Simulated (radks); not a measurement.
Problem. All-electron atom: Se2- in [Kr]. Method: scalar-relativistic Kohn-Sham, LB94 model potential, spin-polarised, spherical densities, point nucleus; Watson sphere of charge +2 and radius 4.46 bohr; computed with a radial shooting solver on a logarithmic mesh with Libxc functionals. Some entries of the table are withheld. Estimate them.

orbital  occ.  eigenvalue (hartree)  <r^2> (bohr^2)  <r> (bohr)
1s          2                   (1)        0.002604     0.04399
2s          2             -59.84877         0.04496      0.1954
2p          6             -52.77165             (2)      0.1704
3s          2              -7.98256          0.3814      0.5757
3p          6              -5.77110          0.4088      0.5905
3d         10              -2.11070          0.4870         (3)
4s          2              -0.64835           3.855         (4)
4p          6              -0.27115           8.864       2.683

Solution. 
(1) 1s eigenvalue (hartree): -462.8194
(2) 2p <r^2> (bohr^2): 0.03554
(3) 3d <r> (bohr): 0.6252
(4) 4s <r> (bohr): 1.816
